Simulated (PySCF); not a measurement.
Dipole response of Pm⁺ (promethium, charge +1)

[Xe] 4f5 6s1, one real determinant. All numbers are calculated (PySCF 2.14, the spin-free X2C one-electron Hamiltonian (Gaussian nucleus), in ANO-RCC-VTZP (8s7p5d3f2g1h, 104 functions)). Coupled (time-dependent) response in atomic units; α is the mean over directions. The basis has no added diffuse functions, which lowers α and C₆.

| method | mean α (bohr³) | α xx, yy, zz | C₆ (like pair) | S(−4) |
| --- | --- | --- | --- | --- |
| UHF | 125.7 | 131.3, 123.0, 123.0 | 1286 | 13260 |

S(−4) is the Cauchy moment in α(ω) = α(0) + S(−4) ω² + …

Spin-orbit coupling is absent.

α(iu) at UHF:

```csv
u (hartree),α(iu) (bohr³)
0,125.7
0.0500,99.97
0.100,63.75
0.200,29.50
0.300,18.10
0.500,10.48
0.750,7.078
1.00,5.300
1.50,3.367
2.00,2.354
3.00,1.361
5.00,0.6425
```

A single London oscillator, α(iu) = α/(1 + u²/ω²), gives C₆ = (3/4) ω α². Matching the computed C₆ needs ω = 4 × 1286 / (3 × 125.7²) = 0.109 hartree.

For an ion, C₆ is the dispersion term alone; charge-induced terms of lower order in 1/R come first.

The components differ because the open shell of this determinant is not spherical; for a pure term their mean is the scalar polarisability.

⟨L²⟩ = 24.03 against 30 for a pure H term, so this real determinant mixes terms. Spin-orbit coupling, absent here, splits the open shell strongly.
